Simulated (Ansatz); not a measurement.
Ideal-gas functions of CH$_{3}$FMoO$_{2}$S (`C[O][Mo](=[O])([F])=[S]`) at 600 K and 1 bar, from an Ansatz frequency run at PBE0-D4/def2-TZVP.

Molar mass 194.04 g/mol, point group C1 (symmetry number 1), electronic degeneracy 1, moments of inertia 227.345, 282.563, 361.84 u Å². Harmonic wavenumbers (cm⁻¹, unscaled): 49, 85, 109, 193, 220, 271, 272, 288, 583, 627, 703, 1056, 1140, 1167, 1177, 1466, 1480, 1485, 3039, 3126, 3131.

Use S(trans) = R[1.5 ln M + 2.5 ln T − 1.1517]; rotational temperatures θ = 24.2544 K / I; S(rot) = R[ln(√π/σ · √(T³/θAθBθC)) + 1.5]; for each mode x = 1.438777 ν̃/T, S = R[x/(eˣ − 1) − ln(1 − e⁻ˣ)] and H = RT x/(eˣ − 1); 1 cm⁻¹ = 0.0119627 kJ/mol; R = 8.31446 J/(mol·K).

Q: By hand: the entropy, in J/(mol·K).

A: Translation 189.1. Rotation: θ = 0.1067, 0.0858, 0.067 K, giving 127.8. Vibration, mode by mode: 26.12, 21.55, 19.49, 14.79, 13.73, 12.04, 12.01, 11.56, 6.17, 5.67, 4.89, 2.51, 2.14, 2.03, 1.99, 1.15, 1.12, 1.11, 0.05, 0.04, 0.04, in all 160.2. Electronic 0.0. Sum 477.1 J/(mol·K).

Q: By hand: H − E and G − E in kJ/mol, counted from the electronic energy.

A: Zero-point energy ½ × 21667 × 0.0119627 = 129.6; thermal vibration 43.6; translation, rotation and pV give 4 RT = 20.0. H − E = 193.2 kJ/mol, and G − E = 193.2 − 600 × 477.1/1000 = -93.1 kJ/mol.

Vibration gives 34 % of the entropy, 67.2 J/(mol·K) of it from the modes under 150 cm⁻¹: soft modes count most, and the harmonic formula is weakest for them. The sum counts one conformer and one mirror image; others add a mixing term.
